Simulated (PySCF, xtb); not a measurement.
H₃SbTe₂, SMILES [TeH][SbH][TeH].

Harmonic wavenumbers (cm⁻¹) from GFN2-xTB run with xtb at its own minimum, in rising order: 31, 72, 96, 198, 211, 458, 496, 602, 658, 1497, 1915, 1928.

Task: What does PBE0-D3(BJ)/def2-SVP in PySCF give at its own minimum? (The exact figures need the calculation; the answer reports its results.)

Result: 58, 111, 160, 184, 189, 448, 496, 631, 680, 1965, 2142, 2143. Paired by order, the mean absolute difference is 95 cm⁻¹ and the zero-point energies are 11.7 and 13.2 kcal/mol.
